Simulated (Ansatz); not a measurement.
Isolated molecules relaxed with PBE0-D4/def2-TZVP in Ansatz; ΔE leaves out vibrations. CBS: MP2 limit from def2 TZ/QZ plus the TZ coupled-cluster correction, frozen cores. This one scheme is used for every species. Functionals use def2-TZVPP. B3LYP here is the variant with VWN-RPA as its local correlation; programs differ in this. Each species was taken in one conformer, which may not be the lowest.

`CCCCCCCCCCC` + `C#N` → `CCCCCCCCCC#N` + `CC`  (formal exchange of groups at a C–C bond)

`CCCCCCCCCCC`:

```xyz
35

C     3.182    2.727    2.515
C     2.360    2.501    1.258
C     2.385    1.058    0.782
C     1.559    0.829   -0.473
C     1.627   -0.591   -1.021
C     1.147   -1.678   -0.062
C    -0.265   -1.486    0.476
C    -1.343   -1.438   -0.595
C    -2.743   -1.316   -0.015
C    -3.858   -1.322   -1.053
C    -3.835   -0.129   -1.995
H     4.231    2.463    2.352
H     2.814    2.113    3.342
H     3.149    3.771    2.837
H     1.322    2.802    1.438
H     2.727    3.151    0.455
H     3.423    0.754    0.594
H     2.024    0.411    1.591
H     0.516    1.100   -0.271
H     1.898    1.521   -1.252
H     1.047   -0.641   -1.948
H     2.662   -0.813   -1.305
H     1.203   -2.644   -0.577
H     1.840   -1.751    0.782
H    -0.314   -0.568    1.074
H    -0.490   -2.303    1.171
H    -1.151   -0.600   -1.271
H    -1.284   -2.345   -1.210
H    -2.907   -2.140    0.690
H    -2.808   -0.394    0.578
H    -3.802   -2.249   -1.635
H    -4.823   -1.349   -0.535
H    -4.687   -0.146   -2.677
H    -3.876    0.812   -1.437
H    -2.929   -0.109   -2.605
```

`C#N`:

```xyz
3

C     0.020   -0.011   -0.012
N    -0.884    0.470    0.501
H     0.864   -0.460   -0.490
```

`CCCCCCCCCC#N`:

```xyz
30

C     0.662   -1.706   -2.414
C     2.005   -1.139   -1.984
C     1.987   -0.327   -0.693
C     1.573   -1.113    0.555
C     0.080   -1.123    0.901
C    -0.363   -0.003    1.839
C    -0.281    1.417    1.289
C    -1.148    1.688    0.066
C    -2.640    1.422    0.282
C    -3.189    2.186    1.390
N    -3.600    2.798    2.273
H     0.745   -2.220   -3.375
H     0.274   -2.427   -1.691
H    -0.085   -0.914   -2.528
H     2.722   -1.961   -1.870
H     2.399   -0.506   -2.787
H     1.337    0.544   -0.825
H     2.994    0.076   -0.540
H     2.117   -0.726    1.424
H     1.920   -2.145    0.432
H    -0.161   -2.071    1.391
H    -0.519   -1.107   -0.015
H     0.248   -0.052    2.747
H    -1.387   -0.202    2.172
H     0.755    1.661    1.039
H    -0.570    2.113    2.083
H    -1.017    2.728   -0.243
H    -0.830    1.070   -0.778
H    -2.822    0.362    0.481
H    -3.205    1.675   -0.620
```

`CC`:

Cartesian coordinates in Å:
```
C 0.247 0.521 -0.494
C -0.247 -0.521 0.494
H -0.257 1.480 -0.348
H 1.320 0.695 -0.388
H 0.065 0.209 -1.526
H 0.257 -1.480 0.348
H -1.320 -0.694 0.388
H -0.065 -0.209 1.526
```

| level | ΔE (kcal/mol) |
| --- | --- |
| PBE-D4 | -7.3 |
| B3LYP | -6.4 |
| CCSD/def2-TZVPP | -4.7 |
| SCS-MP2/def2-QZVPP | -4.8 |

Problem. What does CCSD(T)/CBS give? (Estimate.)

Solution. The calculation gave: -4.5 kcal/mol. The listed levels differ from it by -2.8, -1.9, -0.2, -0.3 kcal/mol.

Largest T1 diagnostic among the species: 0.014.
